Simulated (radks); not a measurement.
The numbers below are computed, except where a source is named.
Problem. The table gives one normalised radial function P(r) = r R(r) of Sr4+ in [Ar] 3d10 4s2 4p4 (r in bohr). Level of theory: scalar-relativistic Kohn-Sham, PBE, spin-polarised, spherical densities, finite nucleus; open shells are filled with parallel spins first (spin-orbit coupling, left out, can overturn this in heavy ions); Fermi nuclear charge, rms radius 4.224 fm (a radial shooting solver on a logarithmic mesh with Libxc functionals).

r	P
0.005477	0.1136
0.006275	0.1252
0.007132	0.1366
0.008106	0.1482
0.009213	0.1597
0.01056	0.1716
0.012	0.1819
0.01363	0.1908
0.0155	0.1975
0.01761	0.2014
0.02018	0.2012
0.02293	0.1959
0.02607	0.1845
0.02963	0.1659
0.03394	0.1370
0.03858	0.1007
0.04384	0.0551
0.04983	0.0008
0.05664	-0.0607
0.06489	-0.1310
0.07375	-0.1975
0.08382	-0.2585
0.09526	-0.3071
0.1091	-0.3365
0.124	-0.3351
0.141	-0.2991
0.1602	-0.2253
0.1821	-0.1148
0.2086	0.0344
0.2371	0.1901
0.2695	0.3402
0.3063	0.4610
0.3509	0.5307
0.3989	0.5210
0.4533	0.4287
0.5152	0.2567
0.5856	0.0214
0.6709	-0.2667
0.7625	-0.5370
0.8667	-0.7699
0.985	-0.9357
1.128	-1.0165
1.283	-0.9966
1.458	-0.8949
1.657	-0.7364
1.883	-0.5541
2.157	-0.3696
2.452	-0.2280
2.787	-0.1262
3.167	-0.0619
3.629	-0.0249
4.124	-0.0090
4.687	-0.0027

Which n and l does it have? It may be an empty orbital.

Solution. n = 4, l = 0: the number of nodes gives n - l - 1 = 3, the rise at small r (about r^(l+1), flatter next to the nucleus through relativity) gives l, and the extent must fit the shell. The curve is that of 4s up; the table hardly tells the two spins apart. 4s up: eigenvalue -85.232 eV, 3 radial nodes at r = 0.0499, 0.203, 0.592 bohr, <r> = 1.30 bohr, 90 % of the charge inside 1.88 bohr.
